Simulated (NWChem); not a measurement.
ZrHOF3; SMILES [F][Zr]([F])([OH])[F]

```xyz
6

Zr     0.0016    -0.0287     0.0031
F     -1.2406    -0.6288     1.3165
F      1.7647    -0.5040     0.5451
F     -0.3902    -0.8698    -1.6604
O     -0.1244     1.8575    -0.1845
H     -0.1859     2.8077    -0.2771
```
Atoms are numbered in this order, from 1.

Level: PBE0/def2-SVP with def2 effective core potentials on Zr (NWChem), optimised geometry, unscaled harmonic frequencies. def2 effective core potentials on Zr; no spin-orbit coupling.

Problem. List the harmonic frequencies with IR intensities, and the thermochemistry.

Solution. 
```
frequency (cm⁻¹)  IR intensity (km/mol)
----------------  ---------------------
158                                 4.4
158                                 4.4
171                                 2.2
171                                 2.1
174                                29.6
317                               199.8
318                               199.8
679                                52.3
698                               191.0
698                               190.9
768                               181.6
4020                              342.2
```

```json
{
 "zero_point_energy": "11.9 kcal/mol",
 "thermal correction to the enthalpy at 298.15 K (with zero-point energy)": "17.0 kcal/mol",
 "heat capacity Cv": "21.9 cal/(mol K)",
 "entropy at 298.15 K and 1 atm (symmetry number 1)": "84.5 cal/(mol K)"
}
```

Rigid rotor and harmonic oscillator.
